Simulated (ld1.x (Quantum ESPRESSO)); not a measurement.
# An all-electron radial function and its pseudo partner (Ge)

Columns: radius, all-electron u(r) and pseudo u(r) of the 4s shell (level -11.73 eV) of germanium in the configuration [Ar] 3d10 4s2 4p2; PBE, scalar-relativistic, TM scheme, ld1.x (Quantum ESPRESSO) 7.5.

| r (bohr) | all-electron | pseudo |
| --- | --- | --- |
| 0.123 | -0.2021 | -0.0240 |
| 0.245 | -0.0127 | -0.0502 |
| 0.368 | 0.2768 | -0.0818 |
| 0.490 | 0.3437 | -0.1213 |
| 0.613 | 0.2368 | -0.1723 |
| 0.735 | 0.0534 | -0.2366 |
| 0.858 | -0.1450 | -0.3160 |
| 0.980 | -0.3230 | -0.4065 |
| 1.103 | -0.4708 | -0.5023 |
| 1.225 | -0.5831 | -0.5915 |
| 1.348 | -0.6642 | -0.6654 |
| 1.470 | -0.7169 | -0.7170 |
| 1.593 | -0.7468 | -0.7468 |
| 1.715 | -0.7579 | -0.7579 |
| 1.838 | -0.7543 | -0.7543 |
| 1.960 | -0.7393 | -0.7393 |
| 2.083 | -0.7156 | -0.7156 |
| 2.205 | -0.6859 | -0.6859 |
| 2.328 | -0.6519 | -0.6519 |
| 2.450 | -0.6154 | -0.6154 |
| 2.573 | -0.5773 | -0.5773 |
| 2.695 | -0.5392 | -0.5392 |
| 2.818 | -0.5011 | -0.5011 |
| 2.940 | -0.4642 | -0.4642 |
| 3.063 | -0.4283 | -0.4283 |
| 3.185 | -0.3944 | -0.3944 |

**Question.** How many radial nodes do the two functions have?

**Answer.** The all-electron 4s function has n − l − 1 = 3 (the table is too coarse to show those close to the nucleus); the pseudo-wave has 0, since the states of the same l below it are removed with the core.

**Question.** At about which radius was the pseudo-wave matched?

**Answer.** 1.65 bohr. The columns agree to 0.0005 from 1.47 bohr on; several derivatives are matched, so the curves merge somewhat inside the radius.

**Question.** Is the pseudo-wave norm-conserving?

**Answer.** Yes: the TM scheme keeps the norm inside the radius equal to the all-electron one, which fixes the energy derivative of the logarithmic derivative at the level.
